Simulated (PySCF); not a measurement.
C₃H₉ClSi, charge +1, doublet, geometry from GFN2-xTB (a state made from the parent by changing its charge; the spin is typed, not shown lowest); MP2/6-31G* in PySCF.

PySCF was given this input:
```python
from pyscf import gto, scf, mp

mol = gto.Mole()
mol.atom = '''
    C    -1.063886    1.456908   -1.066976
    Si   -0.132996    0.048359   -0.223467
    C     1.259517   -0.764009   -1.353533
    C    -1.175983   -1.615979   -0.088415
    Cl    0.653755    0.466388    1.572636
    H    -1.466815    1.169119   -2.036468
    H    -1.900205    1.805717   -0.461111
    H    -0.421941    2.322834   -1.228993
    H     1.745849   -1.583797   -0.836290
    H     0.828339   -1.111830   -2.284807
    H     1.973250    0.030659   -1.545273
    H    -1.507892   -1.929075   -1.071254
    H    -2.030014   -1.369737    0.534218
    H    -0.590351   -2.401031    0.377247
'''
mol.basis = '6-31g*'
mol.charge = 1
mol.spin = 1
mol.verbose = 4
mol.build()

mf = scf.UHF(mol)
mf.kernel()

pt = mp.MP2(mf, frozen=13)
pt.kernel()
print('E(MP2) = %.10f' % pt.e_tot)
```

Write the output that PySCF gives for this input, abridged.


```
PySCF version 2.14.0

[INPUT] verbose = 4
[INPUT] num. atoms = 14
[INPUT] num. electrons = 57
[INPUT] charge = 1
[INPUT] spin (= nelec alpha-beta = 2S) = 1
[INPUT] symmetry False subgroup None
[INPUT] Mole.unit = angstrom
[INPUT] Symbol           X                Y                Z      unit          X                Y                Z       unit  Magmom
[INPUT]  1 C     -1.063886000000   1.456908000000  -1.066976000000 AA   -2.010453167759   2.753157108688  -2.016292421484 Bohr   0.0
[INPUT]  2 Si    -0.132996000000   0.048359000000  -0.223467000000 AA   -0.251326015663   0.091385265658  -0.422291427878 Bohr   0.0
[INPUT]  3 C      1.259517000000  -0.764009000000  -1.353533000000 AA    2.380142179234  -1.443767766703  -2.557806670561 Bohr   0.0
[INPUT]  4 C     -1.175983000000  -1.615979000000  -0.088415000000 AA   -2.222285797144  -3.053757733049  -0.167080135303 Bohr   0.0
[INPUT]  5 Cl     0.653755000000   0.466388000000   1.572636000000 AA    1.235417902565   0.881345587784   2.971851333632 Bohr   0.0
[INPUT]  6 H     -1.466815000000   1.169119000000  -2.036468000000 AA   -2.771878625404   2.209314717025  -3.848366781441 Bohr   0.0
[INPUT]  7 H     -1.900205000000   1.805717000000  -0.461111000000 AA   -3.590867030529   3.412310588471  -0.871373503024 Bohr   0.0
[INPUT]  8 H     -0.421941000000   2.322834000000  -1.228993000000 AA   -0.797352930725   4.389520092828  -2.322460179008 Bohr   0.0
[INPUT]  9 H      1.745849000000  -1.583797000000  -0.836290000000 AA    3.299176464846  -2.992942566908  -1.580359060713 Bohr   0.0
[INPUT] 10 H      0.828339000000  -1.111830000000  -2.284807000000 AA    1.565333848296  -2.101054197075  -4.317659477489 Bohr   0.0
[INPUT] 11 H      1.973250000000   0.030659000000  -1.545273000000 AA    3.728902075298   0.057937113253  -2.920142757685 Bohr   0.0
[INPUT] 12 H     -1.507892000000  -1.929075000000  -1.071254000000 AA   -2.849502905423  -3.645423423745  -2.024376669845 Bohr   0.0
[INPUT] 13 H     -2.030014000000  -1.369737000000   0.534218000000 AA   -3.836170489033  -2.588427792683   1.009525710813 Bohr   0.0
[INPUT] 14 H     -0.590351000000  -2.401031000000   0.377247000000 AA   -1.115601707363  -4.537291006591   0.712893511314 Bohr   0.0

nuclear repulsion = 297.349496449398
number of shells = 52
number of NR pGTOs = 219
number of NR cGTOs = 96
basis = 6-31g*
ecp = {}

******** <class 'pyscf.scf.uhf.UHF'> ********
method = UHF
initial guess = minao
damping factor = 0
level_shift factor = 0
DIIS = <class 'pyscf.scf.diis.CDIIS'>
diis_start_cycle = 1
diis_space = 8
diis_damp = 0
SCF conv_tol = 1e-09
SCF conv_tol_grad = None
SCF max_cycles = 50
direct_scf = True
direct_scf_tol = 1e-13
number electrons alpha = 29  beta = 28
Set gradient conv threshold to 3.16228e-05
init E= -867.666521792338

cycle= 1 E= -866.86966555127  delta_E= 0.797  |g|= 0.361  |ddm|= 2.05
cycle= 2 E= -866.957743791198  delta_E= -0.0881  |g|= 0.153  |ddm|= 0.67
cycle= 3 E= -866.972699091772  delta_E= -0.015  |g|= 0.0416  |ddm|= 0.197
cycle= 4 E= -866.974680713081  delta_E= -0.00198  |g|= 0.0122  |ddm|= 0.0786
cycle= 5 E= -866.97495179854  delta_E= -0.000271  |g|= 0.00608  |ddm|= 0.0275
cycle= 6 E= -866.975032561372  delta_E= -8.08e-05  |g|= 0.00237  |ddm|= 0.0179
cycle= 7 E= -866.97504661884  delta_E= -1.41e-05  |g|= 0.00078  |ddm|= 0.00859
cycle= 8 E= -866.975048001565  delta_E= -1.38e-06  |g|= 0.000268  |ddm|= 0.00263
cycle= 9 E= -866.975048150768  delta_E= -1.49e-07  |g|= 8.44e-05  |ddm|= 0.000854
cycle= 10 E= -866.975048162926  delta_E= -1.22e-08  |g|= 3.35e-05  |ddm|= 0.00021
cycle= 11 E= -866.975048164905  delta_E= -1.98e-09  |g|= 1.12e-05  |ddm|= 8.49e-05
cycle= 12 E= -866.975048165148  delta_E= -2.43e-10  |g|= 4.47e-06  |ddm|= 2.89e-05
Extra cycle  E= -866.975048165181  delta_E= -3.25e-11  |g|= 2.82e-06  |ddm|= 6.94e-06
converged SCF energy = -866.975048165181  <S^2> = 0.78355975  2S+1 = 2.0332828

******** <class 'pyscf.mp.ump2.UMP2'> ********
nocc = (np.int64(16), np.int64(15)), nmo = (83, 83)
frozen orbitals 13
E(UMP2) = -867.560000225205  E_corr = -0.584952060024944
E(SCS-UMP2) = -867.557094604225  E_corr = -0.582046439044667
E_corr(same-spin) = -0.13834157652146
E_corr(oppo-spin) = -0.446610483503483
E(MP2) = -867.5600002252
```
